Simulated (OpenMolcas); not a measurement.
# S3+: effect of the basis set

* Program: OpenMolcas
* Method: MS-CASPT2, IPEA 0.25 Eh, imaginary shift 0.1 Eh (closed shells correlated: 2s 2p)
* Active space: 3 electrons in 4 orbitals (3s 3p)
* State averaging: 2S+1 = 4 odd, 1 root; 2S+1 = 2 odd, 11 roots; 2S+1 = 4 even, 3 roots; 2S+1 = 2 even, 9 roots
* Spin-orbit coupling: state interaction with AMFI integrals over the reference wave functions, term energies averaged over their components

A. ANO-RCC-VDZP [4s3p1d], DKH2, point nucleus; CASPT2 step roughly 1.4 core-seconds
B. ANO-RCC-VTZP [5s4p2d1f], DKH2, point nucleus; CASPT2 step about 1.9 core-seconds
C. ANO-L-VTZP [5s4p2d1f], non-relativistic, point nucleus; CASPT2 step roughly 2.4 core-seconds
D. ANO-R2 [5s4p3d1f], X2C, finite nucleus; CASPT2 step of the order of 1.7 core-seconds
E. ANO-RCC-VQZP [6s5p3d2f1g], DKH2, point nucleus; CASPT2 step roughly 4 core-seconds
F. ANO-R3 [6s5p4d3f1g], X2C, finite nucleus; CASPT2 step about 4 core-seconds

Energies in cm-1 above 3s2 3p 2P* 1/2, the measured ground level; measured values from NIST levels in Podobedova, Kelleher and Wiese, J. Phys. Chem. Ref. Data 38, 171 (2009).

| Level | A | B | C | D | E | F | Measured |
| --- | --- | --- | --- | --- | --- | --- | --- |
| 3s2 3p 2P* 1/2 | 0.0 | 0.0 | 0.0 | 0.0 | 0.0 | 0.0 | 0.0 |
| 3s2 3p 2P* 3/2 | 746 | 846 | 842 | 857 | 841 | 857 | 951 |
| 3s 3p2 4P 1/2 | 68600 | 68420 | 66940 | 68700 | 68950 | 69560 | 71184 |
| 3s 3p2 4P 3/2 | 68860 | 68730 | 67250 | 69000 | 69250 | 69860 | 71529 |
| 3s 3p2 4P 5/2 | 69290 | 69220 | 67740 | 69490 | 69730 | 70340 | 72074 |
| 3s 3p2 2D 3/2 | 99810 | 97340 | 96110 | 96470 | 96920 | 96510 | 94103 |
| 3s 3p2 2D 5/2 | 99810 | 97350 | 96120 | 96480 | 96930 | 96520 | 94150 |
| 3s 3p2 2S 1/2 | 126090 | 124010 | 122830 | 123160 | 123230 | 122800 | 123509 |
| 3s 3p2 2P 1/2 | 139950 | 137950 | 136780 | 135380 | 137110 | 135300 | 133620 |
| 3s 3p2 2P 3/2 | 140440 | 138500 | 137330 | 135940 | 137660 | 135860 | 134245 |
| 3p3 4S* 3/2 | 197320 | 195770 | 192980 | 193940 | 196120 | 195270 | 196455 |
| 3p3 2D* 3/2 | 202470 | 199110 | 196430 | 197170 | 198550 | 197320 | 185055 |
| 3p3 2D* 5/2 | 202490 | 199120 | 196450 | 197190 | 198570 | 197340 | 185148 |
| 3p3 2P* 1/2 | 225690 | 222080 | 219730 | 219650 | 221210 | 219690 | 211376 |
| 3p3 2P* 3/2 | 225730 | 222130 | 219770 | 219700 | 221260 | 219740 | 211367 |

Deviations, from unrounded energies. A percentage is the sum of absolute deviations over the sum of measured energies, with the sign that they share, or ± where signs differ.

```tsv
Against measurement	Levels	A	B	C	D	E	F
mean absolute deviation (cm-1)	14	7100	5300	4800	4200	4800	4000
fine structure of the ground term (%)	1	-21.5	-11.1	-11.5	-9.9	-11.6	-9.9
other configurations (%)	13	±5.5	±4.2	±3.7	±3.3	±3.7	±3.1
```

F lies closest to measurement on these levels and A furthest from it. The largest miss of F in the table is 3p3 2D* 3/2, by +12000 cm-1. The ranking rests on the paired levels alone, and a cruder setting can come out closer through cancelling errors.

The two smallest mean deviations differ by little beside CASPT2's spread within terms, so their order carries little weight.

Among A to F the level of the table that moves most is 3p3 2D* 3/2, by 6000 cm-1 (lowest in C, highest in A). Moves below CASPT2's spread within the term are not significant.

Term energies are means over components that CASPT2 splits; among the terms shown or strongly mixed into the levels shown the widest spread is 2400 cm-1 (3p3 2D*, E). Over all roots computed the reference weight is 0.89 to 0.99 in A, 0.89 to 0.99 in B, 0.89 to 0.99 in C, 0.88 to 0.99 in D, 0.88 to 0.99 in E, 0.87 to 0.98 in F; the roots of lowest weight are the least certain, and an intruder state may touch them. Terms of s pⁿ other than that of highest spin mix with s² pⁿ⁻² d, which this space lacks; all of them can be thousands of cm-1 off, and some have no real level of that name. The basis is small and was not contracted for so high a charge (holds for A). The CASPT2 spread within a term exceeds the gap to the next term for 3p3 4S* and 3p3 2D*, so the order of their levels is uncertain, and so are names and mixing where such terms share a J (holds for F). Computed and measured levels are paired by configuration, term and J; levels that our copy of the source lacks, or whose pairing is in doubt (as where it misses far off the trend of its configuration), stay unpaired and out of the deviations. Levels of configurations outside the active space are missing.

* marks odd parity.
